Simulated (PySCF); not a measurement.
C5H3N3, SMILES N#Cc1cnccn1. Atoms are numbered in the order given.

```xyz
11

N      0.0171    -3.1526     0.0000
C      0.0464    -1.9949     0.0000
C      0.0365    -0.5552     0.0000
C     -1.1842     0.1380     0.0000
N     -1.2203     1.4635     0.0000
C     -0.0530     2.0973     0.0000
C      1.1620     1.4040     0.0000
N      1.2098     0.0799     0.0000
H     -2.1352    -0.4045     0.0000
H     -0.0732     3.1924     0.0000
H      2.1164     1.9409     0.0000
```

Geometry optimised at PBE0-D3(BJ)/def2-SVP.

Level of theory: PySCF with B3LYP/def2-TZVP.

ESP charges are fitted to the potential on shells at 1.4 to 2.0 van der Waals radii. Atomic charges (e):

```tsv
atom	meta-Löwdin	ESP fit	Mulliken
N1	…	-0.34	0.03
C2	…	0.07	-0.21
C3	0.08	0.50	0.22
C4	0.01	0.09	-0.05
N5	-0.21	-0.44	-0.19
C6	0.00	0.21	-0.01
C7	…	0.05	-0.03
N8	-0.20	-0.42	-0.19
H9	0.14	0.10	0.15
H10	…	0.07	0.14
H11	…	0.11	0.14
```

What belongs in the gaps? (An estimate is asked for; the answer gives what the named calculation found.)


- N1, meta-Löwdin: -0.19
- C2, meta-Löwdin: 0.10
- C7, meta-Löwdin: 0.00
- H10, meta-Löwdin: 0.13
- H11, meta-Löwdin: 0.13

Computed Mayer and Wiberg (Löwdin basis) orders of the bonds:
```tsv
bond	Mayer	Wiberg
N1–C2	3.04	3.28
C2–C3	1.00	1.23
C3–C4	1.35	1.46
C4–N5	1.50	1.79
N5–C6	1.47	1.79
C6–C7	1.36	1.57
C3–N8	1.40	1.67
C7–N8	1.51	1.80
C4–H9	0.96	0.84
C6–H10	0.96	0.85
C7–H11	0.96	0.85
```
